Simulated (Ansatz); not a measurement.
IrO₂⁺: single points at one geometry.

```yaml
crystal:
  periodic: [false, false, false]
  atoms:
    - {symbol: Ir, position_ang: [-0.147381, -0.313430, 0.030552]}
    - {symbol: O, position_ang: [1.509879, -0.519931, -0.028836]}
    - {symbol: O, position_ang: [-1.362498, 0.833362, -0.001716]}
basis:
  gaussian: {orbitals: def2-TZVP, initial_orbitals: start.molden}
total_charge: 1
hamiltonian: {xc: pbe, dispersion: d4}
scf: {omitted_lower_state_checks: [starts]}
output: {orbitals: {seedname: orbitals}}
```

The file start.molden holds the orbitals of an earlier run on this structure, at another level or in another basis.

```sh
$ ansatz run in.yaml --threads 4 --pin off --events-out ev --progress --plain --max-ram 3916MiB
```

Output, abridged:

```
Functional definition: PBE
654 factors; their error is unknown
mean field evaluation 1: about -6921.1129 eV, gradient 8.7e0 eV
mean field evaluation 2: about -6921.2375 eV, gradient 1.6e-1 eV
mean field evaluation 4: about -6921.2368 eV, gradient 9.7e-4 eV
mean field evaluation 8: about -6921.2368 eV, gradient 9.2e-6 eV
mean field -6921.23683117 eV, -254.3507621625 hartree, gradient 9.2e-6 eV, S^2 0.000000; 0 other end points of the search recorded, 0 dependent functions left out
reference -6921.23686365 eV, -254.3507633562 hartree; 16, 16 occupied and 86, 86 virtual orbitals, 654 factors
Total energy: -6921.27969059 eV, -254.3523372172 hartree
Checks for a lower state left out: starts
```

Run time 0.6 s (4 threads of Arm Neoverse V1 on a shared host).

First input, but with `hamiltonian: {xc: hf}` (abridged; 0.6 s):

```
Functional definition: HF
mean field evaluation 16: about -6877.1378 eV, gradient 1.1e-5 eV
mean field -6877.13780064 eV, -252.7301526822 hartree, gradient 1.1e-5 eV, S^2 0.000000
Total energy: -6877.13780064 eV, -252.7301526822 hartree
Checks for a lower state left out: starts
```

As the first input, with `hamiltonian: {xc: r2scan, dispersion: d4}` (abridged; 1.4 s):

```
Functional definition: r2SCAN
mean field -6922.67840027 eV, -254.4037388501 hartree, gradient 9.3e-6 eV, S^2 0.000000
Total energy: -6922.68733358 eV, -254.4040671429 hartree
Checks for a lower state left out: starts
```

As the first input, with `gaussian: {orbitals: def2-SVP, initial_orbitals: start.molden}` (abridged; 0.4 s):

```
Functional definition: PBE
mean field -6915.69312869 eV, -254.1470348542 hartree, gradient 1.5e-5 eV, S^2 0.000000
Total energy: -6915.73599472 eV, -254.1486101516 hartree
Checks for a lower state left out: starts
```

As the first input, with `hamiltonian: {xc: lda}` (abridged; 0.35 s):

```
Functional definition: SPW92
mean field -6890.87559954 eV, -253.2350074797 hartree, gradient 1.7e-5 eV, S^2 0.000000
Total energy: -6890.87562965 eV, -253.2350085863 hartree
Checks for a lower state left out: starts
```

As the first input, with `correlation: {method: mp2}` and without the key `hamiltonian` (abridged; 1.2 s):

```
Functional definition: HF
mean field -6877.13793466 eV, -252.7301576071 hartree, gradient 5.0e-6 eV, S^2 0.000000; unrestricted orbitals would lower it
mean field evaluation 16: about -6877.2467 eV, gradient 7.6e0 eV
unrestricted determinant -6879.04807208 eV, -252.8003538627 hartree, S^2 1.8767
2 core orbitals not correlated: weight in the atoms' cores, before any rotation towards them, 1.000 or more for the frozen orbitals, at most 0.000 for the correlated occupied ones
second order -28.58050566 eV of doubles, -0.00000000 eV of singles
Total energy: -6905.71844032 eV, -253.7804718176 hartree
Checks for a lower state left out: starts
```

The first input with `gaussian: {orbitals: def2-SVP, initial_orbitals: start.molden}`, `hamiltonian: {xc: pbe0, dispersion: d4}` (abridged; 0.45 s):

```
Functional definition: PBE0
mean field -6912.44454135 eV, -254.0276514716 hartree, gradient 4.9e-5 eV, S^2 0.000000
Total energy: -6912.48028764 eV, -254.0289651233 hartree
Checks for a lower state left out: starts
```

Geometry: B3LYP-D4/def2-TZVP.

In the def2 sets Ir takes a core potential; there is no spin–orbit coupling. Correlated methods freeze 2 core orbitals; core or outer-core shells of Ir are correlated, in sets that lack core-valence functions. At PBE-D4/def2-TZVP, HF/def2-TZVP, r2SCAN-D4/def2-TZVP, MP2/def2-TZVP the restricted singlet (for correlated methods, its reference) is unstable: a solution with broken spin symmetry lies lower. The restricted singlet is unstable towards broken spin symmetry at other levels; at PBE-D4/def2-SVP, LDA (SPW92)/def2-TZVP, PBE0-D4/def2-SVP this wasn't settled. The geometry of the singlet was relaxed on an unsound state (restricted singlet, unstable towards broken spin symmetry at other levels and untested here). The order of the spin states hangs on the level: the triplet lies 0.08 eV below the singlet at r2SCAN-D4/def2-TZVP, but 0.19 eV above it at PBE-D4/def2-TZVP. The singlet is doubtful at r2SCAN-D4/def2-TZVP (restricted singlet, unstable towards broken spin symmetry). The singlet is doubtful at PBE-D4/def2-TZVP (restricted singlet, unstable towards broken spin symmetry). The structure comes from a short search, and lower isomers may exist.
